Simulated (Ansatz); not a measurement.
NH (SMILES [NH]): geometry of the low-spin state from B3LYP-D3(BJ)/def2-TZVP.
(charge 0, multiplicity 1):
```tsv
atom	x (Å)	y (Å)	z (Å)
N	0.0000	0.0000	-0.1302
H	0.0000	0.0000	0.9113
```

Programs: Ansatz (an electronic-structure program). Values without a source in brackets are computed.

Broken-symmetry (BS) and triplet (T) solutions at this geometry:

| level | E(BS) (hartree) | ⟨S²⟩ BS | E(T) (hartree) | ⟨S²⟩ T |
|---|---|---|---|---|
| U-PBE/def2-TZVPP | -55.151341 | 1.003 | -55.172121 | 2.005 |
| U-B3LYP/def2-TZVPP | -55.225652 | 1.004 | -55.245762 | 2.006 |
| U-PBE0/def2-TZVPP | -55.157946 | 1.005 | -55.180019 | 2.006 |
| U-wB97X-V/def2-TZVPP | -55.199761 | 1.003 | -55.221840 | 2.006 |

Q: Give the raw gap E(BS) − E(T) and the gap after approximate spin projection, (E_BS − E_T)⟨S²⟩_T/(⟨S²⟩_T − ⟨S²⟩_BS).

A: 
- U-PBE/def2-TZVPP: raw 13.0, projected 26.1 kcal/mol
- U-B3LYP/def2-TZVPP: raw 12.6, projected 25.3 kcal/mol
- U-PBE0/def2-TZVPP: raw 13.9, projected 27.7 kcal/mol
- U-wB97X-V/def2-TZVPP: raw 13.9, projected 27.7 kcal/mol
The rule takes the triplet as the only contaminant. For comparison FIC-MRCISD+Q on SA-CASSCF(6,5)/cc-pVQZ gives 36.8 kcal/mol at this geometry.
